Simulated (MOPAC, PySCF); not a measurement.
C2H6Si, SMILES `C=[SiH]C`, neutral singlet in the gas phase. 

Z-matrix (Å, degrees):
```
Si
C 1 1.6983
H 2 1.0838 1 121.73
H 2 1.0841 3 115.58 1 179.97
H 1 1.4817 2 120.66 3 -0.03
C 1 1.8593 5 114.47 2 179.95
H 6 1.0912 1 110.11 5 179.79
H 6 1.0927 7 108.60 1 121.67
H 6 1.0928 7 108.59 8 116.71
```
Charge 0, multiplicity 1.

All levels are single points at this geometry (PBE0-D3(BJ)/def2-TZVP); Pople sets use spherical d functions. Orbital energies aren't observables, and empty levels follow the basis.

| level | HOMO (eV) | LUMO (eV) | gap (eV) | dipole (D) | vertical IE, Delta-SCF (eV) |
|---|---|---|---|---|---|
| PBE0-D3(BJ)/def2-TZVP in PySCF | -6.23 | -0.65 | 5.58 | 1.71 | 8.25 |
| ωB97X-D3(BJ)/def2-TZVP in PySCF | -8.50 | 1.37 | 9.87 | 1.83 | 8.31 |
| B3LYP/3-21G in PySCF | -5.92 | -0.33 | 5.59 | 1.16 | – |
| B3LYP/6-31G* in PySCF | -5.81 | -0.39 | 5.41 | 1.34 | 8.21 |
| B3LYP/LANL2DZ in PySCF | -6.07 | -0.68 | 5.39 | 1.36 | – |
| BP86/6-31G* in PySCF | -5.14 | -1.19 | 3.95 | 1.31 | – |
| PBE/6-31G* in PySCF | -5.05 | -1.10 | 3.95 | 1.31 | 8.27 |
| SVWN5/6-31G* in PySCF | -5.16 | -1.24 | 3.91 | 1.33 | 8.52 |
| HF/3-21G in PySCF | -8.22 | 3.15 | 11.37 | 1.35 | – |
| HF/6-31G* in PySCF | -8.12 | 3.11 | 11.24 | 1.59 | 6.77 |
| HF/STO-3G in PySCF | -5.54 | 7.74 | 13.29 | 1.39 | – |
| PM3 in MOPAC | -8.38 | -0.36 | 8.03 | 0.64 | – |
| PM7 in MOPAC | -9.26 | -0.70 | 8.56 | 0.54 | – |
